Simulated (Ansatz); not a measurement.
Relaxation of CH$_{8}$FNSi$_{3}$ (14 atoms, charge 0, multiplicity 1), to a largest force component of 0.015 eV/Å in at most 40 steps.

Computed with RKS PBE0-D4/def2-SVP in Ansatz 0.2.0.

```xyz
14
Properties=species:S:1:pos:R:3
F -2.407 0.578 0.161
Si -1.056 1.336 -0.127
Si 0.466 1.185 1.438
N 1.429 0.480 0.149
C 0.272 0.048 -0.822
Si -0.316 -1.839 -0.744
H -1.145 2.571 -0.959
H 1.275 2.408 1.888
H 0.353 0.148 2.529
H 1.982 -0.270 0.496
H 0.506 0.280 -1.827
H -0.699 -2.199 0.660
H 0.786 -2.687 -1.139
H -1.460 -2.067 -1.676
```

Q: Where does it end, and by what steps?

A: The forces met the threshold. After 14 steps the energy has fallen by 0.908 eV; H9 moved furthest, 0.56 Å.

| step | energy less start (eV) | largest force component (eV/Å) | accepted |
| --- | --- | --- | --- |
| 0 | 0.0000 | 2.525 | yes |
| 1 | -0.6866 | 1.237 | yes |
| 2 | -0.8098 | 0.655 | yes |
| 3 | -0.8608 | 0.277 | yes |
| 4 | -0.8898 | 0.484 | yes |
| 5 | -0.8978 | 0.259 | yes |
| 6 | -0.9039 | 0.049 | yes |
| 7 | -0.9056 | 0.060 | yes |
| 8 | -0.9065 | 0.062 | yes |
| 9 | -0.9069 | 0.040 | yes |
| 10 | -0.9073 | 0.035 | yes |
| 11 | -0.9076 | 0.023 | yes |
| 12 | -0.9077 | 0.023 | yes |
| 13 | -0.9078 | 0.017 | yes |
| 14 | -0.9078 | 0.008 | yes |

```xyz
14
Properties=species:S:1:pos:R:3
F -2.482 0.535 0.233
Si -1.036 1.227 -0.080
Si 0.625 1.238 1.555
N 1.256 0.215 0.285
C 0.248 -0.009 -0.770
Si -0.345 -1.807 -0.844
H -1.323 2.407 -0.946
H 1.417 2.481 1.829
H 0.369 0.586 2.880
H 2.122 -0.312 0.237
H 0.597 0.308 -1.774
H -0.965 -2.194 0.458
H 0.835 -2.699 -1.081
H -1.329 -2.005 -1.953
```

Run time: 2.3 min on 2 threads of Arm Neoverse N1, with other jobs on the host, peak memory 0.38 GiB.
